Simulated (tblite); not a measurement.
Write Cartesian coordinates for `C1[C@@](C)([O])CC(=C)C1` [radical] as optimised with GFN2-xTB. (Doublet state.)

```xyz
19
C7H11O angstrom
C      2.1517    1.0633   -0.4419
C      1.1912    0.2450   -0.0415
C      0.7132   -0.9892   -0.7563
C     -0.5118   -1.4514    0.0267
C     -1.0538   -0.1909    0.8078
C     -1.7816    0.7794   -0.1357
O     -1.7061   -0.5028    1.8904
C      0.3679    0.4391    1.1845
H      2.4070    1.9518    0.1096
H      2.7387    0.8578   -1.3209
H      0.4644   -0.7534   -1.7927
H      1.4864   -1.7600   -0.7735
H     -1.3099   -1.8436   -0.6007
H     -0.2549   -2.2020    0.7734
H     -1.1335    1.1097   -0.9424
H     -2.1230    1.6436    0.4291
H     -2.6569    0.2851   -0.5516
H      0.2523    1.4753    1.4951
H      0.7489   -0.1475    2.0213
```

Any rigid rotation of these coordinates is as good. Atoms count from 1 in this order. C1 (carbon bonded to C and 2 H) is planar (angles 121.8°, 121.6° and 116.5°, sum 360.0°, 0.01 Å off the plane of its three neighbours). The 7 C–C bonds span 1.324 Å (C1=C2, drawn double) to 1.600 Å (C5–C8, drawn single), a spread of 0.276 Å. The 5-membered ring C2–C3–C4–C5–C8 has internal angles of 97.2° to 108.8° (sum 522°, against 540° for a flat polygon); it is puckered, 0.19 Å rms from its mean plane, widest ring torsion 40°. C2 (carbon bonded to 3 C) is planar (angles 126.4°, 124.7° and 108.8°, sum 360.0°, 0.02 Å off the plane of its three neighbours).

Bonds between heavy atoms (Å): C1=C2 1.324, C2–C3 1.504, C3–C4 1.526, C4–C5 1.579, C5–C6 1.537, C5–O7 1.302, C5–C8 1.600, C2–C8 1.489.

Structure optimised with GFN2-xTB, isolated species. This method treats the open shell by occupation alone, without spin polarisation.

Point group: C1 (no symmetry element, even within 0.4 Å). Its GFN2-xTB frequencies are all real (lowest 69 cm⁻¹). Torsions: C1–C2–C3–C4 -173°, C2–C3–C4–C5 22°, C3–C4–C5–C6 75°, C4–C5–C8–C2 40°. 2 starts were optimised and ended at 0.00 and 1.49 kcal/mol (GFN2-xTB); the lowest of these is shown.

One conformer stands for the species.

These are computed values.
